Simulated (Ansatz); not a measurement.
Reaction (substitution at a C–O bond): `CO[SiH](C)S` + `C=CN[SiH3]` → `C=CN(C)[SiH3]` + `C[SiH](O)S`

Isolated molecules relaxed with PBE0-D4/def2-TZVP in Ansatz; ΔE leaves out vibrations. CBS: MP2 limit from def2 TZ/QZ plus the TZ coupled-cluster correction, frozen cores. This one scheme is used for every species. DFT in def2-TZVPP. B3LYP here is the variant with VWN-RPA as its local correlation; programs differ in this. One conformer a species, not always the lowest.

(1) Is it downhill or uphill in electronic energy at CCSD(T)/CBS, and by how much? (Best estimate.)

(2) What do these levels give: r2SCAN-D4, B3LYP-D4, B3LYP, MP2/def2-TZVPP, CCSD/def2-TZVPP, MP2/CBS(def2)? (Estimate.)

Largest T1 diagnostic among the species: 0.012.

Answers

(1) Ansatz gave: Downhill: ΔE = -34.5 kJ/mol.

(2) The calculation gave: r2SCAN-D4 -31.6, B3LYP-D4 -28.1, B3LYP -24.2, MP2/def2-TZVPP -40.0, CCSD/def2-TZVPP -31.8, MP2/CBS(def2) -40.5 kJ/mol.

In def2-TZVPP, CCSD(T) changes the Hartree–Fock value by −16.4 kJ/mol (the triples alone add −2.2 kJ/mol) and MP2 by −22.4 kJ/mol. The D4 term adds −3.9 kJ/mol with B3LYP and −1.9 kJ/mol with PBE0; it sums over pairs of atoms, weighted by their polarisabilities, and B3LYP, whose exchange is more repulsive, gets the larger term.
